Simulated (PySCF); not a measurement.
C₄H₄FO₃Si (doublet state).
Z-matrix (Å and degrees, GFN2-xTB geometry), rows numbered from 1:
```
O 
C   1  1.2006
O   2  1.3894  1  117.99
C   3  1.3602  2  119.37  1  -179.37
O   4  1.3296  3  123.25  2     5.22
C   5  1.3277  4  118.95  3    -7.31
C   6  1.3680  5  122.99  4     3.88
Si  7  1.8688  2  115.80  1    -2.57
F   8  1.6177  7  102.98  2  -179.66
H   4  1.0725  3  116.35  2   165.83
H   6  1.0788  5  113.48  4  -176.21
H   8  1.4531  7  113.09  2    67.25
H   8  1.4533  7  112.37  2   -66.74
```

The hyperfine couplings belong to this conformer and change with its torsions.

Identity: `O=C1O[CH]OC=C1[SiH2]F` [radical].

Theory: UKS B3LYP, pcH-1 on C F H O Si, non-relativistic, mean-field spin-orbit, GIAO in PySCF 2.14.0. The structure is a single GFN2-xTB conformer in the gas phase; no vibrational or solvent corrections. The geometry wasn't refined by DFT: couplings that depend on bond lengths, twists or pyramidal angles can differ widely from those at the functional's own minimum. The SCF solution wasn't tested for stability.

Task: Give the principal g shifts and their parts.

Result: 
```tsv
Δg (ppm)	1	2	3
relativistic mass correction	-205	-205	-205
gauge correction	-12	42	30
orbital Zeeman/spin–orbit	-50	652	1795
total	-267	489	1619
```

So g = 2.00205, 2.00281, 2.00394 and g_iso = 2.00293; the tensor is rhombic: the two nearest values differ by 40 % of g3 − g1. Axes: g3 points within 14° of the C4–H10 bond.

Task: What effective moment and Curie constant follow for a powder?

Result: With the mean of g² = 4.0117 and S(S+1) = 0.75: μ_eff = √(⟨g²⟩S(S+1)) = 1.735 μB and χT = 0.12505·⟨g²⟩·S(S+1) = 0.376 cm³ K/mol (cgs; spin-Hamiltonian part alone).

Task: At 9.8 GHz, how far is the centre of the isotropic spectrum from where a free electron (g = 2.002319) resonates?

Result: B = hν/(g μB) with μB/h = 13.99624 MHz/mT gives 349.69 mT for the free electron and 349.58 mT at g_iso, 0.11 mT lower.

Task: Average each term over the three axes. Which is largest in size?

Result: The orbital-Zeeman/spin–orbit term 799, the mass correction -205 and the gauge correction 20 ppm, for a total of 614 ppm. The orbital-Zeeman/spin–orbit term is the largest in size. The mass correction is the same along every axis, so the anisotropy comes from the other two: their spans along these axes are 54 (gauge) and 1845 ppm (orbital Zeeman/spin–orbit).

Task: In a frozen sample, at which fields do the three g values resonate at 9.5, 34, 94 and 263 GHz (hyperfine left aside), and which band first spreads them over more than twice a line width of 0.5 mT?

Result: 
| band | GHz | B(g3) mT | B(g2) mT | B(g1) mT | spread mT |
| --- | --- | --- | --- | --- | --- |
| X | 9.5 | 338.71 | 338.90 | 339.03 | 0.32 |
| Q | 34.0 | 1212.22 | 1212.91 | 1213.37 | 1.14 |
| W | 94.0 | 3351.44 | 3353.34 | 3354.60 | 3.16 |
| J | 263.0 | 9376.91 | 9382.20 | 9385.75 | 8.84 |

The spread grows in proportion to the frequency. Q band is the first where it exceeds 1.0 mT.

The largest Mulliken spin populations are on C4 (+0.80), C7 (+0.15) and O3 (+0.10). The angles at C4 add up to 357.2°, so it is nearly planar; its axial dipolar tensor and the negative coupling of its proton fit spin in a p orbital normal to that plane.

The HOMO–LUMO gaps are 3.07 eV among the α and 5.76 eV among the β orbitals.
